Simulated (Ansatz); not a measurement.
`C[Si](F)([SiH3])Cl` → `[CH2]` (triplet) + `F[SiH]([SiH3])Cl`  (formal loss of a carbene)

Calculated with Ansatz (gas phase, PBE0-D4/def2-TZVP geometries, no zero-point term in ΔE). CCSD(T)/CBS adds triple-zeta CCSD(T) − MP2 to the extrapolated MP2 energy (def2 sets, frozen cores). This one scheme is used for every species. Functionals use def2-TZVPP. Triplets are unrestricted, without spin–orbit coupling.

Problem. Is it downhill or uphill in electronic energy at CCSD(T)/CBS, and by how much? (Estimate.)

Solution. Ansatz gave: Uphill: ΔE = +492.1 kJ/mol.

Problem. What do these levels give: LDA (SPW92), PBE, r2SCAN, CAM-B3LYP, MP2/def2-TZVPP, MP2/def2-QZVPP? (Best estimate.)

Solution. The calculation gave: LDA (SPW92) 565.4, PBE 491.5, r2SCAN 471.2, CAM-B3LYP 481.8, MP2/def2-TZVPP 494.9, MP2/def2-QZVPP 501.8 kJ/mol.

Largest T1 diagnostic among the species: 0.012.

From PBE to PBE0 (25 % exact exchange), in def2-TZVPP and without D4, ΔE moves by −7.2 kJ/mol. At CCSD(T), def2-SVP lies −27.3 kJ/mol from the extrapolated value and def2-TZVPP −12.3 kJ/mol.
